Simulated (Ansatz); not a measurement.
Reaction (hydrogenolysis of the Si–Cl bond): `C[Si](N)(S)Cl` + H₂ → `C[SiH](N)S` + HCl

Program: Ansatz. Geometries: PBE0-D4/def2-TZVP. ΔE: electronic, gas phase. CCSD(T)/CBS is the MP2 limit (def2-TZVPP, def2-QZVPP) plus CCSD(T) − MP2 in def2-TZVPP, frozen cores. This one scheme is used for every species. DFT in def2-TZVPP. One conformer a species, not always the lowest.

Problem. Is it downhill or uphill in electronic energy at CCSD(T)/CBS, and by how much? (Estimate.)

Solution. Ansatz gave: Uphill: ΔE = +97.5 kJ/mol.

Problem. What do these levels give: r2SCAN-D4, B2PLYP, PBE0, MP2/def2-TZVPP, CCSD/def2-TZVPP, HF/CBS(def2)? (Estimate.)

Solution. The calculation gave: r2SCAN-D4 103.1, B2PLYP 92.5, PBE0 91.0, MP2/def2-TZVPP 103.5, CCSD/def2-TZVPP 87.5, HF/CBS(def2) 78.7 kJ/mol.

Largest T1 diagnostic among the species: 0.010.

The D4 term adds +11.9 kJ/mol with B3LYP and +6.4 kJ/mol with PBE0; it sums over pairs of atoms, weighted by their polarisabilities, and B3LYP, whose exchange is more repulsive, gets the larger term. In def2-TZVPP, CCSD(T) changes the Hartree–Fock value by +13.0 kJ/mol (the triples alone add +4.6 kJ/mol) and MP2 by +24.3 kJ/mol.

B3LYP here is the variant with VWN-RPA as its local correlation; programs differ in this.
